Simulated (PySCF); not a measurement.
ZrO2, SMILES [O]=[Zr]=[O], multiplicity 1.

The structure is a stationary point at B3LYP-D3(BJ)/def2-TZVP. The multiplicity is an assumed one; other spin states were not compared. The isomer is the one that the SMILES or the coordinates give; other isomers of the formula were not compared. The def2 effective core potentials stand for the cores of Zr; spin–orbit coupling is left out.

These are HF/def2-TZVPD in PySCF values and carry that method's errors.

Isolated molecule, no solvent.

Computed frontier levels, gap, dipole moment and polarisability:
```
Quantity                                                                                                         Value
---------------------------------------------------------------------------------------------  -----------------------
highest occupied level                                                                                       -10.47 eV
lowest empty level                                                                                            -1.24 eV
orbital gap                                                                                                    9.23 eV
dipole moment                                                                                                1.974 e·Å
quadrupole, principal values (traceless, Buckingham form, about the centre of nuclear charge)  -18.84, 6.72, 12.12 D·Å
mean static polarisability                                                                        35.9 bohr³ (5.33 Å³)
polarisability, principal values                                                                25.9, 32.3, 49.7 bohr³
```
